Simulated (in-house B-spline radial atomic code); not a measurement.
## Binding energies in Sm⁶⁺

NIST's tabulated ground configuration is [Kr] 4d10 4f4 5s2 5p4; each binding energy is the energy of the ion with one electron taken from that subshell, relaxed, less that of the parent. All numbers are computed (Dirac-Hartree-Fock, average of configuration; Fermi nucleus of rms radius 5.0819 fm) with a radial B-spline atomic code at the basis-set limit, not measured. Energies include first-order Breit, QED and recoil terms.

| subshell | X-ray name | binding energy (eV) | -ε (eV) | relaxation (eV) |
| --- | --- | --- | --- | --- |
| 1s | K | 46929.5 | 47195.8 | 72.0 |
| 2s | L1 | 7839.8 | 7900.8 | 39.0 |
| 3s | M1 | 1828.3 | 1850.4 | 18.0 |
| 3d3/2 | M4 | 1205.5 | 1226.7 | 19.9 |
| 3d5/2 | M5 | 1179.6 | 1199.9 | 19.6 |
| 4s | N1 | 453 | 459.7 | 5.9 |
| 4d3/2 | N4 | 232 | 237.0 | 4.8 |
| 4d5/2 | N5 | 227.2 | 231.9 | 4.7 |
| 5s | O1 | 125.4 | 126.2 | 0.6 |
| 5p | O2,3 | 99.86 | 100.44 | 0.51 |
| 4f | N6,7 | 93.15 | 96.38 | 3.37 |

Relaxation = -ε minus the binding energy without Breit, QED and recoil terms.

Problem. What does it cost to remove both a 1s and a 4d3/2 electron?

Solution. 47196 eV, which is 34.07 eV more than the two single binding energies together.

Problem. What does it cost to remove both a 3d3/2 and a 4s electron?

Solution. 1693.3 eV, which is 34.81 eV more than the two single binding energies together.
